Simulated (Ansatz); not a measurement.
`B[SiH2][SiH2][SiH3]` + HBr → `BBr` + `[SiH3][SiH2][SiH3]`  (cleavage of the B–Si bond)

Program: Ansatz. Geometries: PBE0-D4/def2-TZVP. ΔE: electronic, gas phase. CCSD(T)/CBS adds triple-zeta CCSD(T) − MP2 to the extrapolated MP2 energy (def2 sets, frozen cores). DFT in def2-TZVPP. For Br outer-core shells are correlated without core-valence functions, which leaves a few kJ/mol of doubt a bond. Scalar relativity is left out up to krypton. One conformer a species, not always the lowest.

`B[SiH2][SiH2][SiH3]`:

Z-matrix (Å, degrees):
```
Si
Si 1 2.357
B 1 1.988 2 102.1
H 1 1.489 2 108.4 3 -122.1
H 1 1.490 2 106.7 3 120.5
Si 2 2.338 1 110.0 3 -57.5
H 2 1.490 1 109.4 3 -178.7
H 2 1.490 1 109.7 3 62.8
H 3 1.196 1 120.7 2 85.8
H 3 1.195 1 121.1 2 -88.1
H 6 1.487 2 109.9 1 -56.8
H 6 1.488 2 111.6 1 -177.6
H 6 1.489 2 109.2 1 62.1
```

HBr:

```xyz
2

Br    0.644   -0.298    0.023
H    -0.644    0.298   -0.023
```

`BBr`:

Cartesian coordinates in Å:
```
B -0.049 -0.189 0.010
Br 0.425 1.639 -0.087
H 0.007 -0.830 -0.989
H -0.383 -0.620 1.066
```

`[SiH3][SiH2][SiH3]`:

```xyz
11

Si    1.250    0.489   -1.417
Si    0.297    0.597    0.716
Si   -1.468   -0.926    0.893
H     2.377    1.450   -1.554
H     0.222    0.808   -2.444
H     1.761   -0.886   -1.671
H    -0.206    1.977    0.969
H     1.332    0.286    1.742
H    -0.967   -2.306    0.650
H    -2.506   -0.614   -0.126
H    -2.092   -0.875    2.242
```

CCSD(T)/CBS gives -103.0 kJ/mol.

**Question.** Another level gave -102.7 kJ/mol. Which?
A. BHLYP/def2-TZVPP
B. ωB97M-V/def2-TZVPP
C. PBE/def2-TZVPP
D. revPBE-D4/def2-TZVPP

**Answer.** B. ωB97M-V -102.7, PBE -96.6, BHLYP -108.2, revPBE-D4 -92.5 kJ/mol.

Largest T1 diagnostic among the species: 0.014.

Leaving LDA and LC-ωPBE aside and taking each functional with its dispersion term where it has one, the values, not all of them listed here, spread over 14.4 kJ/mol, from B2PLYP to revPBE-D4. In def2-TZVPP, CCSD(T) changes the Hartree–Fock value by +11.8 kJ/mol (the triples alone add +0.5 kJ/mol) and MP2 by +4.5 kJ/mol. The D4 term adds +5.1 kJ/mol with B3LYP and +3.1 kJ/mol with PBE0; it sums over pairs of atoms, weighted by their polarisabilities, and B3LYP, whose exchange is more repulsive, gets the larger term.

B3LYP here is the variant with VWN-RPA as its local correlation; programs differ in this.
